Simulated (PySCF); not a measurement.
ethenylcyclopropane (C5H8), SMILES C=CC1CC1. Atoms are numbered in the order given.

```xyz
13

C      2.2457     0.1173     0.0000
C      1.0035    -0.3778     0.0000
C     -0.2384     0.4234     0.0000
C     -1.4591    -0.0773     0.7495
C     -1.4591    -0.0773    -0.7495
H      2.4305     1.1963     0.0000
H      3.1209    -0.5371     0.0000
H      0.8623    -1.4670     0.0000
H     -0.0830     1.5072     0.0000
H     -1.3726    -1.0367     1.2680
H     -2.0704     0.6618     1.2745
H     -1.3726    -1.0367    -1.2680
H     -2.0704     0.6618    -1.2745
```
Charge 0, spin multiplicity 1.

Geometry optimised at B3LYP-D3(BJ)/def2-SVP. One conformer was computed; it need not be the lowest.

Level of theory: TDDFT-ωB97X/def2-SVPD (PySCF 2.14.0).

Vertical excitations. The molecule is in vacuum. State labels are in the subgroup Cs.

Computed lowest excited states:
```tsv
state	symmetry	energy (eV)	λ (nm)	f	main pairs
S1	A'	7.03	176	0.586	HOMO→LUMO 95 %
S2	A"	7.47	166	0.052	HOMO→LUMO+1 54 %, HOMO→LUMO+3 33 %
S3	A"	7.70	161	0.000	HOMO→LUMO+2 83 %
S4	A"	8.12	153	0.000	HOMO→LUMO+3 46 %, HOMO→LUMO+1 31 %
S5	A"	8.33	149	0.000	HOMO−3→LUMO 68 %, HOMO−1→LUMO 23 %
S6	A'	8.60	144	0.003	HOMO→LUMO+4 86 %
S7	A"	8.62	144	0.000	HOMO−1→LUMO 67 %, HOMO−3→LUMO 20 %
S8	A"	9.03	137	0.026	HOMO→LUMO+5 74 %
S9	A'	9.04	137	0.000	HOMO−1→LUMO+1 68 %, HOMO−1→LUMO+3 20 %
S10	A'	9.31	133	0.004	HOMO−1→LUMO+2 67 %
T1	A'	4.30	288	0	HOMO→LUMO 84 %
T2	A"	7.48	166	0	HOMO→LUMO+1 57 %, HOMO→LUMO+3 30 %
T3	A"	7.63	163	0	HOMO→LUMO+2 81 %
T4	A"	7.90	157	0	HOMO−3→LUMO 60 %, HOMO−1→LUMO 25 %
```
Triplets are in the Tamm–Dancoff approximation, which puts them higher than full response would, so one can lie above its singlet here.
